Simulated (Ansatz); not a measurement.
This singlet lies 1.64 eV below the relaxed triplet at the level frozen-core CCSD(T)/cc-pVTZ // B3LYP-D3(BJ)/def2-TZVP (Ansatz, an electronic-structure program).

A geometry relaxed with B3LYP-D3(BJ)/def2-TZVP (Ansatz), charge 0, multiplicity 1:

```xyz
8

C      0.3016    -0.7804     0.0169
H      2.2580    -0.3593    -0.2114
H      1.2269     0.9722    -0.5609
C     -1.0026    -0.0704    -0.1300
H     -1.6235    -0.6202    -0.8420
H     -1.5375    -0.1178     0.8221
N      1.3129    -0.0091    -0.2685
H     -0.9358     0.9850    -0.4521
```

Task: Write the SMILES of this molecule.

Result: `C[C]N`
